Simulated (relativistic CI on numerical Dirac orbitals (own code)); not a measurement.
## Sr21+: q coefficients and field-shift factors

Computed by Dirac-Coulomb-Breit CI, KLI orbitals optimised for each configuration, derivatives by finite differences, unscaled Slater integrals, QED left out (own radial code, finite nucleus).

CI space (outside the closed core [Ne]): 3s²3p⁵, 3s3p⁶, 3s²3p⁴3d, 3s3p⁵3d, 3p⁶3d, 3s3p⁴3d², 3p⁵3d², 3p⁴3d³. Double excitations out of closed p, d and f shells are left out; levels of such configurations are missing from the list, as are those of other unlisted configurations, and high levels can miss mixing partners.

With x = (α/α₀)² − 1 an excitation energy changes as ω = ω₀ + qx; K = 2q/ω₀ is the relative enhancement. Terms are leading LS components, so labels can repeat. The field-shift factor is F = δν/δ⟨r²⟩ for the transition from the lowest level.

Lowest level 3s²3p⁵ ²P°3/2.

```csv
Level,ω₀ (cm⁻¹),q (cm⁻¹),F (GHz/fm²)
3s²3p⁵ ²P°1/2,114492,119800,-1.25
3s3p⁶ ²S1/2,606294,128200,-86.1
3s²3p⁴3d ⁴D5/2,739192,29650,0.45
3s²3p⁴3d ⁴D3/2,740167,23670,0.401
3s²3p⁴3d ⁴D7/2,751016,44160,0.545
3s²3p⁴3d ⁴D1/2,753203,31380,0.267
3s²3p⁴3d ⁴F9/2,793126,34000,0.848
3s²3p⁴3d ²F7/2,799761,19990,0.635
3s²3p⁴3d ²D3/2,821406,36350,0.0717
3s²3p⁴3d ²P1/2,829125,90730,-1.73
3s²3p⁴3d ⁴P1/2,835577,85050,-2.63
3s²3p⁴3d ⁴F5/2,854927,89940,-0.117
3s²3p⁴3d ⁴F3/2,860196,89820,-0.142
3s²3p⁴3d ²D3/2,861779,115100,-0.536
3s²3p⁴3d ⁴P5/2,867999,64780,-0.0199
3s²3p⁴3d ⁴F7/2,887420,136700,-0.31
3s²3p⁴3d ²P3/2,902743,148800,-0.716
3s²3p⁴3d ²D5/2,909672,133900,-0.612
3s²3p⁴3d ²G7/2,913868,124600,-0.42
3s²3p⁴3d ²F5/2,926923,135800,-0.592
3s²3p⁴3d ²G9/2,930258,146800,-0.248
3s²3p⁴3d ²F5/2,959448,127700,-0.515
3s²3p⁴3d ²F7/2,986677,142800,-0.588
```

At this charge energies of transitions that change n are usually good to better than 1 %, and those within a shell (Δn = 0) to a few per cent.

(1) Which transition from the lowest level has the largest |K|?

Answers

(1) 3s²3p⁵ ²P°1/2 at 114492 cm⁻¹, K = 2.09.
